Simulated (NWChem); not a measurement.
System: SiHBr, singlet; SMILES [SiH]Br

```xyz
3

Si     0.0718    -1.5856     0.0000
H     -1.4732    -1.7366     0.0000
Br     0.0134     0.6839     0.0000
```
Atoms are numbered in this order, from 1.

Low-valent species are run as closed-shell singlets; no triplet was tried in these runs. All runs use the structure optimised with PBE-D3(BJ)/def2-SVP.

Symmetry labels are those of Cs in the frame above (b1 and b2, or b-type labels, depend on it).

List the 6 lowest vertical singlet excitations and the 6 lowest triplet ones from BHandHLYP/def2-SVP, TDA (NWChem).


```
state  energy (eV)  oscillator strength  symmetry  leading excitation (squared amplitude)
-----  -----------  -------------------  --------  --------------------------------------
S1            2.82                0.026        a"                      HOMO → LUMO (0.98)
S2            4.81                0.016        a"                    HOMO−1 → LUMO (0.99)
S3            5.42                0.012        a'                    HOMO−2 → LUMO (0.77)
S4            5.82                0.000        a"                    HOMO−3 → LUMO (0.99)
S5            6.09                0.196        a'                    HOMO → LUMO+1 (0.72)
S6            7.67                0.006        a"                  HOMO−2 → LUMO+1 (0.97)
T1            1.49       spin-forbidden        a"                      HOMO → LUMO (0.94)
T2            4.36       spin-forbidden        a"                    HOMO−1 → LUMO (0.92)
T3            4.42       spin-forbidden        a'                    HOMO−2 → LUMO (0.98)
T4            4.51       spin-forbidden        a'                    HOMO → LUMO+1 (0.94)
T5            5.39       spin-forbidden        a"                    HOMO−3 → LUMO (0.95)
T6            6.27       spin-forbidden        a'                    HOMO → LUMO+2 (0.91)
```
